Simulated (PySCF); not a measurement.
BrIrN: one-bond stretch

Method: UB3LYP in PySCF with Ir def2-SVP with ECP60, N def2-SVP, Br def2-SVP; scalar-relativistic core potentials, no spin–orbit coupling; density-fitted integrals.

Rigid scan from the doublet minimum (Ir–Br 2.397 Å, Ir–N 1.625 Å; Br–Ir–N 135.3°). Coordinate: the bond from Ir to the last atom (Br) scaled, the rest fixed. Energies in kJ/mol from the minimum.

```tsv
scale of one bond	E (kJ/mol)	dipole size (D)	⟨S²⟩
0.92	31.8	0.98	0.76
0.96	6.8	0.94	0.76
1.00	0.0	1.06	0.76
1.05	7.9	1.39	0.76
1.12	36.3	1.96	0.76
1.20	79.1	2.62	0.76
1.35	158.6	3.42	0.77
1.55	225.3	–	0.81
1.80	257.7	–	0.77
2.20	271.8	–	0.75
```

Open d and f shells are described by one determinant, and the ground state may have another occupation or spin. With an element this heavy the missing spin–orbit coupling can shift these numbers.

Other isomers or separated fragments may lie lower.
